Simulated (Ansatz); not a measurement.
A nudged elastic band was laid between two geometries of F5HOW + H2S (11 atoms, charge 0, multiplicity 1).

All numbers below come from RKS PBE/def2-SVP (Ansatz).

```json
{"movable images": "5", "climbing image": "yes", "spring": "5.0 eV/Å²", "optimiser": "quadratic models (default)", "start path": "through a guess of the saddle point", "force threshold": "0.05 eV/Å", "iteration limit": "60", "end points": "relaxed"}
```

Initial state:

```xyz
11
Properties=species:S:1:pos:R:3
W -0.411 -0.159 -0.240
O -0.459 0.529 1.473
H 0.197 0.990 2.094
F 1.369 0.496 -0.326
F -1.059 1.423 -1.006
F -2.153 -0.826 -0.202
F 0.213 -1.827 0.356
F -0.092 -0.774 -1.988
S 2.034 1.777 2.777
H 2.445 1.583 1.488
H 2.512 0.558 3.160
```

Final state:

```xyz
11
Properties=species:S:1:pos:R:3
W 0.103 0.308 -0.030
O 0.798 -0.028 2.213
H 0.985 -0.993 2.209
F 1.950 -0.117 -0.022
F -1.034 1.518 -0.927
F -1.412 0.348 1.126
F -0.065 -1.558 0.357
F 0.244 -0.262 -1.808
S 0.975 2.460 0.547
H 2.093 2.043 1.205
H -0.042 0.051 2.716
```

Problem. Which bonds break or form, and what moves?

Solution. Bonds broken: S9–H11. Bonds formed: W1–S9, O2–H11. F5HOW + H2S becomes F5H3OSW.

Problem. Give the energies along the band, and the barrier.

Solution. The run converged. The highest image is number 5 of 0 to 6, 1.10 eV above the first end and 0.43 eV above the last; the last end lies 0.66 eV above the first. The profile has 2 maxima (images 3, 5) with wells between them (image 4): this band takes more than one step, which may be the mechanism or a detour left from its start path. A vibrational analysis at the climbing image gives one clearly imaginary mode, 107i cm⁻¹: a first-order saddle point. The orbitals stay closed-shell, which can raise the energy where a bond breaks towards radicals; this wasn't checked here.

```csv
image,path coordinate (Å),energy (eV),S9–H11 (Å),W1–S9 (Å),O2–H11 (Å)
0,0.00,0.00,1.36,4.34,3.42
1,1.81,0.38,1.36,4.31,2.86
2,3.62,0.78,1.37,3.72,2.02
3,5.43,0.88,2.00,2.61,1.03
4,7.24,0.72,2.90,2.41,0.98
5,9.05,1.10,2.49,2.47,0.98
6,11.53,0.66,3.40,2.39,0.98
```

Problem. What is the geometry of the highest image?

Solution. 
```xyz
11
Properties=species:S:1:pos:R:3
W 0.251 0.165 -0.022
O 0.322 0.006 2.245
H -0.460 -0.504 2.552
F 2.071 -0.083 -0.493
F -0.917 1.642 -0.298
F -1.463 -0.487 0.541
F 0.555 -1.669 0.365
F -0.029 -0.088 -1.837
S 1.352 2.209 0.816
H 2.591 1.686 1.051
H 0.324 0.894 2.666
```

The band took 50 iterations and roughly 40 core-minutes.

The run took 9.9 min on 4 threads of Arm Neoverse V1, with other jobs on the host, peak memory 0.24 GiB.
